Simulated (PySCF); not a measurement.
# Worked example: dipole moment from atomic charges

CH₃O₃Tc, SMILES [CH3][Tc](=[O])(=[O])=[O], multiplicity 1. Atoms are numbered in the order given.

```xyz
8

Tc     0.0000     0.0000    -0.1096
O     -1.3966     0.8063    -0.5789
O      1.3966     0.8063    -0.5789
O      0.0000    -1.6126    -0.5789
C      0.0000     0.0000     1.9511
H      0.0000     1.0442     2.2998
H      0.9043    -0.5221     2.2998
H     -0.9043    -0.5221     2.2998
```

Geometry: r2SCAN-D4/def2-SVP. The spin state was assumed, not searched. The def2 effective core potentials stand for the cores of Tc; spin–orbit coupling is left out.

Charges (e) from PBE/def2-TZVP in PySCF:

```json
[
 {"atom": "Tc1", "ESP fit": "1.182", "Mulliken": "1.488"},
 {"atom": "O2", "ESP fit": "-0.365", "Mulliken": "-0.486"},
 {"atom": "O3", "ESP fit": "-0.365", "Mulliken": "-0.486"},
 {"atom": "O4", "ESP fit": "-0.365", "Mulliken": "-0.486"},
 {"atom": "C5", "ESP fit": "-0.793", "Mulliken": "-0.529"},
 {"atom": "H6", "ESP fit": "0.235", "Mulliken": "0.166"},
 {"atom": "H7", "ESP fit": "0.235", "Mulliken": "0.166"},
 {"atom": "H8", "ESP fit": "0.235", "Mulliken": "0.166"}
]
```

The dipole moment of the full density is 2.75 D.

### Question
What dipole moment does each set of point charges give, and which comes closer to that of the density?

### Answer

μ = Σ q r, and 1 e Å = 4.8032 D.
ESP fit: Σ q r = (0.000, 0.000, 0.578) e Å, |μ| = 2.78 D.
Mulliken: Σ q r = (0.000, 0.000, 0.794) e Å, |μ| = 3.81 D.
ESP fit comes closer in size. Point charges leave out the atoms' own dipoles (lone pairs, polarised bonds); fits to the potential absorb them, partitions of the density don't.
